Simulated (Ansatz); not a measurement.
One change: `C[NH][Ge]([F])([NH]C)[NH]C` becomes `C[NH][Ge]([Cl])([NH]C)[NH]C`.

Ansatz, PBE0-D4/def2-TZVP geometries, multiplicity 1. Each molecule was computed in one conformer, which needn't be the lowest.

Scalar relativity is left out up to krypton.

```json
{"property": "size of the dipole moment (ωB97M-V/def2-TZVPP) / D", "`C[NH][Ge]([F])([NH]C)[NH]C`": "2.38"}
{"property": "HOMO energy (PBE/def2-TZVPP) / eV", "`C[NH][Ge]([F])([NH]C)[NH]C`": "-5.13"}
{"property": "LUMO energy (ωB97M-V/def2-TZVPP) / eV", "`C[NH][Ge]([F])([NH]C)[NH]C`": "2.00"}
{"property": "HOMO energy (B3LYP/def2-TZVPP) / eV", "`C[NH][Ge]([F])([NH]C)[NH]C`": "-6.31"}
{"property": "size of the dipole moment (PBE/def2-TZVPP) / D", "`C[NH][Ge]([F])([NH]C)[NH]C`": "2.29"}
{"property": "size of the dipole moment (B3LYP/def2-TZVPP) / D", "`C[NH][Ge]([F])([NH]C)[NH]C`": "2.39"}
```

Question: Give the same properties after the change, and the shifts. (Estimate.)

Answer: The calculation gave: 
| property | `C[NH][Ge]([Cl])([NH]C)[NH]C` | shift |
| --- | --- | --- |
| size of the dipole moment (ωB97M-V/def2-TZVPP) / D | 2.50 | 0.12 |
| HOMO energy (PBE/def2-TZVPP) / eV | -5.35 | -0.22 |
| LUMO energy (ωB97M-V/def2-TZVPP) / eV | 2.00 | 0.00 |
| HOMO energy (B3LYP/def2-TZVPP) / eV | -6.52 | -0.21 |
| size of the dipole moment (PBE/def2-TZVPP) / D | 2.49 | 0.20 |
| size of the dipole moment (B3LYP/def2-TZVPP) / D | 2.52 | 0.13 |

With PBE0 the HOMO falls by 0.22 eV and the LUMO falls by 0.05 eV, so the gap widens by about 0.17 eV. PBE moves the HOMO by -0.22 eV and ωB97M-V by -0.23 eV. Dipoles are sizes alone; their direction can turn.

Positive LUMOs are unbound, so they and the gaps depend on the basis.

B3LYP here is the variant with VWN-RPA as its local correlation; programs differ in this.
